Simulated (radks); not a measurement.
Valence configurations of Cd+ (all share [Kr]). Method: non-relativistic Kohn-Sham, LDA (Slater exchange, Perdew-Wang correlation), spin-unpolarised, spherical densities, point nucleus; relativity is left out, which matters for an element this heavy; computed with a radial shooting solver on a logarithmic mesh with Libxc functionals. Energies are relative to 4d10 5s1; eigenvalues in eV.

valence           E (eV)    e(4d)    e(5p)    e(5s)
4d10 5s1           0.000  -21.390        -  -12.734
4d10 5s0.5 5p0.5   2.600  -22.097   -7.970  -13.197
4d9.5 5s1.5        4.668  -23.558        -  -13.528
4d10 5p1           5.230  -22.784   -8.340        -
4d9 5s2           10.041  -25.769        -  -14.297
4d9 5s1 5p1       15.767  -27.079   -9.320  -15.112
4d8 5s1 5p2       35.583  -32.726  -10.831  -17.242
4d8 5p3           42.058  -33.853  -11.361        -
4d7 5s1 5p3       59.593  -38.363  -12.224  -19.220
4d6 5s1 5p4       87.887  -44.003  -13.543  -21.089

NIST lists [Kr] 4d10 5s1 as the ground configuration; this level of theory agrees among the configurations tried. The energies are those of spherical spin-averaged densities, not of single terms. Relativity is left out, which favours d and f over s occupation in heavy atoms.
